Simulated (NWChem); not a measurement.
Molecule: NH₃Se₂; SMILES N[Se][SeH]

```xyz
6

Se    -0.4076    -0.9505     0.0085
N      1.1926    -1.8629     0.0135
H      1.7574    -1.6730     0.8503
H      1.7526    -1.6924    -0.8307
Se     0.0547     1.3868     0.0307
H      0.1387     1.5704    -1.4477
```
Atoms are numbered in this order, from 1.

Program: NWChem. All runs use the structure optimised with PBE-D3(BJ)/def2-SVP. Total energies compare along this basis series because the functional is fixed.

```
level                     basis functions  energy (Ha)  highest occupied level (eV)  orbital gap (eV)  dipole (D)
------------------------  ---------------  -----------  ---------------------------  ----------------  ----------
Hartree-Fock/pcseg-1                   83   -4855.2306                        -9.69             11.72        1.77
Hartree-Fock/aug-pcseg-1              122   -4855.2437                        -9.70             10.47        1.70
Hartree-Fock/pcseg-2                  158   -4855.9362                        -9.60             11.44        1.69
Hartree-Fock/STO-3G                    44   -4802.5807                        -7.50             13.55        2.14
Hartree-Fock/def2-SVP                  93   -4855.2347                        -9.57             11.80        1.72
```
